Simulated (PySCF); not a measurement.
The complex [MoO4]3- (charge -3) contains Mo(V), shell d1. The structure is a model geometry with rigid ligands and bond lengths from ionic radii, not a minimum; coordination tetrahedral, point group Td, metal–donor distances 1.85 Å.

The d shell alone is too small an active space for [MoO4]3- (an active orbital has only 0.56 squared overlap with the free ion's shell): its levels, fitted parameters, g values and moments show what this model gives and aren't sound predictions.

```
5

Mo    0.0000    0.0000    0.0000
O     1.0681    1.0681    1.0681
O    -1.0681   -1.0681    1.0681
O    -1.0681    1.0681   -1.0681
O     1.0681   -1.0681   -1.0681
```

Method (PySCF 2.14, density fitting): CASSCF(1,5) with orbitals averaged over all microstates of the shell, strongly contracted NEVPT2 on the averaged canonical orbitals; basis x2c-TZVPall on the metal, x2c-SVPall elsewhere; spin-free X2C; IEF-PCM water; spin-orbit coupling by state interaction with the mean-field operator over all roots.

What is the ground state?

2E (S = 1/2, orbital degeneracy 2), with 1.0 electrons in the lower (e-type) set and 0.0 in the upper (t2-type) set, by NEVPT2.

Where do the spin-allowed transitions within the shell lie?

By NEVPT2: 2T2 at 13949 cm⁻¹ (717 nm). The strongest, at 13949 cm⁻¹, has f = 1.1e-02.

Give the fitted ligand-field and repulsion parameters.

At NEVPT2 level: orbital energies 0, 0, 13949, 13949, 13949 cm⁻¹; 10Dq = 13949 cm⁻¹; ζ = 554 cm⁻¹ (free ion 986), lowered by covalency.

What magnetic behaviour follows?

The ground state is orbitally degenerate (an E term, whose orbital moment is quenched to first order), so no simple spin Hamiltonian is given. The lowest spin-orbit level is 4-fold; the next lies at 13940.3 cm⁻¹. μeff is 1.65 μB at 300 K and 1.64 μB at 10 K; the spin-only value is 1.73 μB.

Charge-transfer states lie outside this active space and may come lower than some of these levels. The ground state is orbitally degenerate in this regular structure, which would distort (Jahn–Teller), so its moment is that of the undistorted model. NEVPT2 on the d shell alone tends to put d–d bands too high for such charged or covalently bound ions.

The job took 7.4 s on one thread of Arm Neoverse V2 (shared host), with 119 basis functions, launched as `OMP_NUM_THREADS=1 python lf_run.py task.json out`.
